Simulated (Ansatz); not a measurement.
Reaction (formal hydrolysis of the Si–O bond): `CO[Si](Cl)(Cl)Cl` + H₂O → `O[Si](Cl)(Cl)Cl` + CH₃OH

Computed with Ansatz on PBE0-D4/def2-TZVP structures; ΔE is electronic, products minus reactants. CCSD(T)/CBS is the MP2 limit (def2-TZVPP, def2-QZVPP) plus CCSD(T) − MP2 in def2-TZVPP, frozen cores. This one scheme is used for every species. Functionals use def2-TZVPP. One conformer a species, not always the lowest.

`CO[Si](Cl)(Cl)Cl`:

```xyz
9

C    -0.659    0.649   -1.099
O    -0.749    0.096    0.203
Si    0.457   -0.570    1.033
Cl    1.233   -2.162    0.035
Cl   -0.294   -1.168    2.807
Cl    1.958    0.769    1.331
H    -1.651    1.007   -1.372
H    -0.339   -0.107   -1.821
H     0.043    1.487   -1.117
```

H₂O:

Z-matrix (Å, degrees):
```
O
H 1 0.960
H 1 0.960 2 105.1
```

`O[Si](Cl)(Cl)Cl`:

Z-matrix (Å, degrees):
```
Si
Cl 1 2.031
Cl 1 2.031 2 107.8
O 1 1.617 2 111.3 3 122.3
Cl 1 2.017 2 109.9 3 -119.8
H 4 0.960 1 118.4 2 -60.4
```

CH₃OH:

Z-matrix (Å, degrees):
```
C
O 1 1.409
H 1 1.097 2 112.4
H 1 1.090 2 107.0 3 -118.5
H 1 1.097 2 112.4 3 123.0
H 2 0.959 1 108.5 3 -61.6
```

```
             level  ΔE (kcal/mol)
             BHLYP            0.5
SCS-MP2/def2-TZVPP            2.0
```

Question: What does CCSD(T)/CBS give? (Best estimate.)

Answer: Ansatz gave: +2.5 kcal/mol. The listed levels differ from it by -2.0, -0.5 kcal/mol.

Largest T1 diagnostic among the species: 0.010.

The D4 term adds +1.7 kcal/mol with B3LYP and +1.0 kcal/mol with PBE0; it sums over pairs of atoms, weighted by their polarisabilities, and B3LYP, whose exchange is more repulsive, gets the larger term. Leaving LDA and LC-ωPBE aside and taking each functional with its dispersion term where it has one, the values, not all of them listed here, spread over 1.0 kcal/mol, from B2PLYP to BLYP-D4. LDA lies +0.9 kcal/mol from PBE without D4.

B3LYP here is the variant with VWN-RPA as its local correlation; programs differ in this.
